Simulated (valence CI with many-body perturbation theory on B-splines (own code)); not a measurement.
Pd14+: calculated level list

Calculated by relativistic CI+MBPT: four valence electrons over a frozen Dirac-Fock core [Ar] 3d10, radial functions for each j: 9 s, 9 p, 8 d, 6 f, 3 g, 1 h, with the one-electron correlation potential Σ1 (screened to all orders), the two-electron term Σ2, the three-electron term Σ3, Breit, model QED; selected single and double excitations, second order for the rest, scaled by the run's own slope (own B-spline code, finite nucleus).

No measured spectrum was set against this ion. As an estimate, levels hold to about 250 cm⁻¹ or 0.2 % of their energy and the worst to 1 %, as in measured heavy ions of charge 2 to 7; those with d or f electrons hold less well.

Levels 1 to 33 of 33, with energies above the lowest level, 4s2 4p2 3P_0. "Leading %" is the weight of the configuration and term that name the level; weights of strongly mixed levels are sums over their largest components and can fall short, so below about 35 % the name and the second component can differ from the true leading terms, or belong to a minority configuration. In the jj column 3d3/2^4 stands for four electrons in 3d with j = 3/2. Lifetimes count E1, E2, E3, M1 and M2 decay at the calculated energies, and are blank where another channel may lead or the interval is too uncertain; long ones can be off by a factor of two.

| No. | Configuration | Term | J | E (cm⁻¹) | Leading % | g | Leading jj | Lifetime |
| --- | --- | --- | --- | --- | --- | --- | --- | --- |
| 1 | 4s2 4p2 | 3P | 0 | 0 | 84 |  | 4s^2 4p1/2^2 (93 %) |  |
| 2 | 4s2 4p2 | 3P | 1 | 36854 | 98 | 1.500 | 4s^2 4p1/2 4p3/2 (98 %) | 1.30 ms |
| 3 | 4s2 4p2 | 3P | 2 | 50059 | 56 | 1.286 | 4s^2 4p1/2 4p3/2 (92 %) | 48.2 ms |
| 4 | 4s2 4p2 | 1D | 2 | 98346 | 56 | 1.213 | 4s^2 4p3/2^2 (92 %) | 405 μs |
| 5 | 4s2 4p2 | 1S | 0 | 134570 | 83 |  | 4s^2 4p3/2^2 (93 %) | 132 μs |
| 6 | 4s 4p3 | 5S° | 2 | 286290 | 87 | 1.930 | 4s 4p1/2^2 4p3/2 (54 %) | 2.13 ns |
| 7 | 4s 4p3 | 3D° | 1 | 344200 | 71 | 0.717 | 4s 4p1/2^2 4p3/2 (62 %) | 120 ps |
| 8 | 4s 4p3 | 3D° | 2 | 349340 | 70 | 1.280 | 4s 4p1/2 4p3/2^2 (65 %) | 211 ps |
| 9 | 4s 4p3 | 3D° | 3 | 363900 | 93 | 1.333 | 4s 4p1/2 4p3/2^2 (93 %) | 263 ps |
| 10 | 4s 4p3 | 3P° | 0 | 394860 | 94 |  | 4s 4p1/2 4p3/2^2 (94 %) | 90.2 ps |
| 11 | 4s 4p3 | 3P° | 1 | 400460 | 72 | 1.340 | 4s 4p1/2 4p3/2^2 (74 %) | 73.3 ps |
| 12 | 4s 4p3 | 3P° | 2 | 405820 | 43 | 1.306 | 4s 4p1/2 4p3/2^2 (45 %) | 74.7 ps |
| 13 | 4s 4p3 | 1D° | 2 | 448440 | 52 | 1.147 | 4s 4p3/2^3 (51 %) | 55.4 ps |
| 14 | 4s 4p3 | 3S° | 1 | 451530 | 58 | 1.609 | 4s 4p1/2 4p3/2^2 (68 %) | 12.1 ps |
| 15 | 4s 4p3 | 1P° | 1 | 506410 | 55 | 1.330 | 4s 4p3/2^3 (70 %) | 13.4 ps |
| 16 | 4s2 4p 4d | 3F° | 2 | 515000 | 89 | 0.699 | 4s^2 4p1/2 4d3/2 (85 %) | 98.6 ps |
| 17 | 4s2 4p 4d | 3F° | 3 | 535020 | 91 | 1.092 | 4s^2 4p1/2 4d5/2 (68 %) | 107 ps |
| 18 | 4s2 4p 4d | 3P° | 2 | 559070 | 44 | 1.251 | 4s^2 4p1/2 4d5/2 (82 %) | 9.81 ps |
| 19 | 4s2 4p 4d | 3F° | 4 | 568200 | 98 | 1.250 | 4s^2 4p3/2 4d5/2 (98 %) |  |
| 20 | 4s2 4p 4d | 3D° | 1 | 569830 | 54 | 0.858 | 4s^2 4p1/2 4d3/2 (84 %) | 6.36 ps |
| 21 | 4s2 4p 4d | 1D° | 2 | 594410 | 42 | 1.092 | 4s^2 4p3/2 4d3/2 (46 %) | 8.19 ps |
| 22 | 4s2 4p 4d | 3P° | 0 | 602420 | 93 |  | 4s^2 4p3/2 4d3/2 (93 %) | 9.09 ps |
| 23 | 4s2 4p 4d | 3P° | 1 | 607270 | 62 | 1.167 | 4s^2 4p3/2 4d3/2 (82 %) | 7.60 ps |
| 24 | 4s2 4p 4d | 3D° | 3 | 608880 | 80 | 1.292 | 4s^2 4p3/2 4d5/2 (42 %) | 6.29 ps |
| 25 | 4s2 4p 4d | 3D° | 2 | 613190 | 48 | 1.293 | 4s^2 4p3/2 4d5/2 (53 %) | 7.44 ps |
| 26 | 4s2 4p 4d | 1F° | 3 | 651310 | 87 | 1.031 | 4s^2 4p3/2 4d5/2 (51 %) | 5.40 ps |
| 27 | 4s2 4p 4d | 1P° | 1 | 660590 | 83 | 0.975 | 4s^2 4p3/2 4d5/2 (76 %) | 7.93 ps |
| 28 | 4p4 | 3P | 2 | 689860 | 60 | 1.374 | 4p1/2^2 4p3/2^2 (79 %) | 41.4 ps |
| 29 | 4p4 | 3P | 0 | 721320 | 56 |  | 4p1/2^2 4p3/2^2 (70 %) | 33.0 ps |
| 30 | 4p4 | 3P | 1 | 733610 | 76 | 1.493 | 4p1/2 4p3/2^3 (76 %) | 35.3 ps |
| 31 | 4p4 | 1D | 2 | 742120 | 58 | 1.123 | 4p1/2 4p3/2^3 (76 %) | 52.5 ps |
| 32 | 4s 4p2 4d | 5F | 1 | 758050 | 86 | 0.135 | 4s 4p1/2^2 4d3/2 (60 %) | 427 ps |
| 33 | 4s 4p2 4d | 5F | 2 | 763860 | 76 | 1.095 | 4s 4p1/2^2 4d3/2 (38 %) | 306 ps |

Names give the largest LS component (configuration and term), which can be under half, so a name can repeat, a term be missing and a line seem to break the LS rules; names also repeat where a configuration has a term twice.

The ionisation energy to 4s2 4p 2P°_1/2 of the next ion comes out as 343.39 eV (NIST: 342 ± 3 eV (theoretical)). All 33 levels together are meant to be complete up to 771800 cm⁻¹.
